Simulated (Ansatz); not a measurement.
`FB(F)[CH2][SbH2]` and `CNB(F)F` differ in one atom or group.

Ansatz, PBE0-D4/def2-TZVP geometries, multiplicity 1. Each molecule was computed in one conformer, which needn't be the lowest.

Elements past krypton have def2 core potentials.

```json
{"property": "LUMO energy (PBE/def2-TZVPP) / eV", "`FB(F)[CH2][SbH2]`": "-1.65"}
{"property": "size of the dipole moment (PBE/def2-TZVPP) / D", "`FB(F)[CH2][SbH2]`": "2.16"}
{"property": "HOMO energy (PBE/def2-TZVPP) / eV", "`FB(F)[CH2][SbH2]`": "-6.47"}
{"property": "HOMO–LUMO gap (ωB97M-V/def2-TZVPP) / eV", "`FB(F)[CH2][SbH2]`": "10.34"}
{"property": "LUMO energy (B3LYP/def2-TZVPP) / eV", "`FB(F)[CH2][SbH2]`": "-1.11"}
{"property": "HOMO–LUMO gap (B3LYP/def2-TZVPP) / eV", "`FB(F)[CH2][SbH2]`": "6.22"}
```

(1) Give the same properties after the change, and the shifts. (Estimate.)

## Answers

(1) The calculation gave: 
```
                                      property  `CNB(F)F`  shift
             LUMO energy (PBE/def2-TZVPP) / eV      -0.02   1.63
size of the dipole moment (PBE/def2-TZVPP) / D       2.72   0.56
             HOMO energy (PBE/def2-TZVPP) / eV      -6.40   0.07
       HOMO–LUMO gap (ωB97M-V/def2-TZVPP) / eV      12.20   1.86
           LUMO energy (B3LYP/def2-TZVPP) / eV       0.41   1.52
         HOMO–LUMO gap (B3LYP/def2-TZVPP) / eV       8.02   1.80
```

With PBE0 the HOMO falls by 0.34 eV and the LUMO rises by 1.65 eV, so the gap widens by about 1.99 eV. PBE moves the HOMO by 0.07 eV and ωB97M-V by -0.62 eV. Dipoles are sizes alone; their direction can turn.

B3LYP here is the variant with VWN-RPA as its local correlation; programs differ in this.

Spin–orbit coupling is left out; it splits and shifts lone-pair levels of the heavy atoms by tenths of an eV.
